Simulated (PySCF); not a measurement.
An unknown is described by computed data only.

Elements present: C, H, N, O and Si. Monoisotopic mass: 155.0766 u.

| Property | Result |
| --- | --- |
| 1H NMR | chemical shifts (computed TMS as zero) by class: 4.74 (1 H), 3.15 (2 H), 3.14 (2 H), 2.04 (3 H), 1.59 (2 H), 1.57 (1 H), 1.54 (2 H) ppm [GIAO PBE0/pcSseg-1] |
| 13C NMR | chemical shifts (computed TMS as zero) by class: 107.8 (1 C), 88.4 (1 C), 49.8 (2 C), 27.5 (2 C), 5.6 (1 C) ppm [GIAO PBE0/pcSseg-1] |
| NMR, other nuclei | isotropic shieldings of nuclei other than C and H, by class: 195 (1 N), 290 (1 O), 400 (1 Si) ppm [GIAO PBE0/pcSseg-1] |
| Dipole | 2.12 D [PBE0/pcSseg-1] |
| Rotational structure | rotational constants A, B, C: 1.872, 0.658, 0.523 GHz [GFN2-xTB] |

The electronic properties come from PySCF, for the isolated species, density fitting. Levels stand in brackets. Isolated species at its GFN2-xTB geometry (one conformer only). NMR classes are plain means over equivalent atoms (diastereotopic ones count apart unless rotation or inversion swaps them), as if these changed places fast.

**Question.** Which formula fits the mass and the elements?

**Answer.** C7H13NOSi (calculated 155.0766). No other formula that holds each of these elements comes within 0.0003 u with a fitting electron parity and a possible valence count.

**Question.** Propose a structure and show how it fits.

**Answer.** Numbering: `[CH3:1][C:2]#[C:3][Si@H:4]([OH:5])[N:6]1[CH2:7][CH2:8][CH2:9][CH2:10]1`. Its formula, C7H13NOSi, gives 3 degrees of unsaturation: 1 ring and 2 π bonds in the structure found. 7 carbons fall into 5 classes; from least to most shielded: alkyne carbon [C2] (107.8 ppm), alkyne carbon [C3] (88.4 ppm), ring sp3 carbon bound to nitrogen [C7/C10] (49.8 ppm, 2 C), ring CH2 carbon [C8/C9] (27.5 ppm, 2 C), propargylic carbon [C1] (5.6 ppm). Hydrogen classes from least to most shielded: 1 H on an oxygen-bound silicon, Si4 (4.74 ppm), 2 H on 2 like atoms (sp3 carbon bound to nitrogen), C7/C10 (3.15 ppm, a mean of values up to 1.0 ppm apart in this geometry), 2 H on 2 like atoms (sp3 carbon bound to nitrogen), C7/C10 (3.14 ppm, a mean of values up to 0.8 ppm apart in this geometry), 3 H on a propargylic carbon, C1 (2.04 ppm), 2 H on 2 ring CH2 carbons, C8/C9 (1.59 ppm), 1 H on a silanol oxygen, O5 (1.57 ppm), 2 H on 2 ring CH2 carbons, C8/C9 (1.54 ppm). The other shieldings belong to: 195 ppm, silicon-bound nitrogen [N6]; 290 ppm, silanol oxygen [O5]; 400 ppm, oxygen-bound silicon [Si4]. The optimised geometry has point group C1 and is an asymmetric top. Structure: `CC#C[Si@H](O)N1CCCC1`. Computed isomers that give other values at the same levels: `CC(C)[C@H]([SiH3])C(=O)CC#N` (13C chemical shifts (computed TMS as zero) by class: 210.1 (1 C), 121.4 (1 C), 48.2 (1 C), 37.9 (1 C), 36.8 (1 C), 26.0 (1 C), 20.4 (1 C) ppm); `COC1=CC=C(N(C)C)[SiH2]1` (13C chemical shifts (computed TMS as zero) by class: 164.1 (1 C), 149.6 (1 C), 120.6 (1 C), 111.9 (1 C), 57.3 (1 C), 44.4 (2 C) ppm); `C=NC(=C)O[SiH2]C1CCC1` (13C chemical shifts (computed TMS as zero) by class: 164.2 (1 C), 153.2 (1 C), 103.6 (1 C), 23.1 (2 C), 21.2 (1 C), 18.4 (1 C) ppm). The assignments are read from this structure; whether some other isomer fits the data as well wasn't checked. The mirror image fits equally.
